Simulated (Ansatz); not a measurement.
A CCSD(T) single point on BF2H3OSi (`B[Si](O)(F)F`).

```yaml
crystal:
  periodic: [false, false, false]
  atoms:
    - {symbol: B, position_ang: [-1.111695, 0.983161, 0.171184]}
    - {symbol: Si, position_ang: [0.364240, -0.267778, -0.342404]}
    - {symbol: O, position_ang: [0.818965, -1.127456, 0.956973]}
    - {symbol: F, position_ang: [-0.149938, -1.221509, -1.509869]}
    - {symbol: F, position_ang: [1.650102, 0.448291, -0.952427]}
    - {symbol: H, position_ang: [-1.089102, 2.142327, -0.109281]}
    - {symbol: H, position_ang: [-2.056079, 0.563651, 0.767788]}
    - {symbol: H, position_ang: [1.665708, -1.577785, 0.962139]}
basis:
  gaussian: {orbitals: def2-TZVPP}
correlation: {method: ccsd_t}
output: {orbitals: {seedname: orbitals}}
```

```sh
$ ansatz run in.yaml --threads 2 --pin off --events-out ev --progress --plain --max-ram 4352MiB
```

Log, shortened:

```
Functional definition: HF
1284 factors; integrals over basis functions are off by at most 9.0e-4 eV
mean field evaluation 1: about -16034.8683 eV, gradient 4.7e1 eV
mean field evaluation 2: about -16035.0645 eV, gradient 4.8e1 eV
mean field evaluation 4: about -16038.9868 eV, gradient 2.9e0 eV
mean field evaluation 8: about -16039.0414 eV, gradient 2.2e-1 eV
mean field -16039.04148544 eV, -589.4239029369 hartree, gradient 2.3e-6 eV, S^2 0.000000; 0 other end points of the search recorded, 0 dependent functions left out
9 core orbitals not correlated: weight in the atoms' cores, before any rotation towards them, 1.000 or more for the frozen orbitals, at most 0.000 for the correlated occupied ones
reference -16039.04148544 eV, -589.4239029369 hartree; 15, 15 occupied and 184, 184 virtual orbitals, 1284 factors
second order -25.71265583 eV of doubles, -0.00000000 eV of singles
cycle   1  -25.70988399 eV  change    2.8e-3 eV  update   1.0e-1
cycle   2  -26.24651965 eV  change   -5.4e-1 eV  update   2.9e-2
cycle   3  -26.37510925 eV  change   -1.3e-1 eV  update   1.5e-2
cycle   4  -26.35832985 eV  change    1.7e-2 eV  update   3.2e-3
cycle   5  -26.35602657 eV  change    2.3e-3 eV  update   1.6e-3
cycle   6  -26.35722543 eV  change   -1.2e-3 eV  update   5.5e-4
cycle   7  -26.35712424 eV  change    1.0e-4 eV  update   2.4e-4
cycle   8  -26.35697055 eV  change    1.5e-4 eV  update   9.3e-5
cycle   9  -26.35699669 eV  change   -2.6e-5 eV  update   3.9e-5
cycle  10  -26.35702262 eV  change   -2.6e-5 eV  update   1.7e-5
perturbative correction -0.79864342 eV, -0.0293496043 hartree
Total energy: -16066.19715148 eV, -590.4218552572 hartree
```

Run time 120 s (2 threads of an Arm Neoverse V2 on a shared host); peak host memory 3 GiB.

Correlation energy per correlated electron: -0.905 eV. T1 diagnostic: 0.0118.
